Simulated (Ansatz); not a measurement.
C2S, SMILES `[C]=C=S` (lower triplet) (charge 0, multiplicity 3). The linear singlet lies higher and needs more than one determinant, so no gap is given.

Cartesian coordinates (Å):
```xyz
3

C     -1.3946     0.0071     0.0000
C     -0.0861    -0.0123     0.0000
S      1.4792    -0.0335     0.0000
```
Charge 0, spin multiplicity 3.

Frozen-core energies in cc-pVTZ from Ansatz (an electronic-structure program) at a geometry from B3LYP-D3(BJ)/def2-TZVP; the HF reference has <S^2> = 2.13 and the T1 diagnostic is 0.028.

```
level     energy (Ha)  difference from CCSDT(Q) (mHa)
--------  -----------  ------------------------------
HF         -473.16533                          462.67
MP2        -473.56688                           61.12
CCSD       -473.59779                           30.21
CCSD(T)    -473.62405                            3.95
CCSDT      -473.62565                            2.35
CCSDT(Q)   -473.62800                            0.00
```
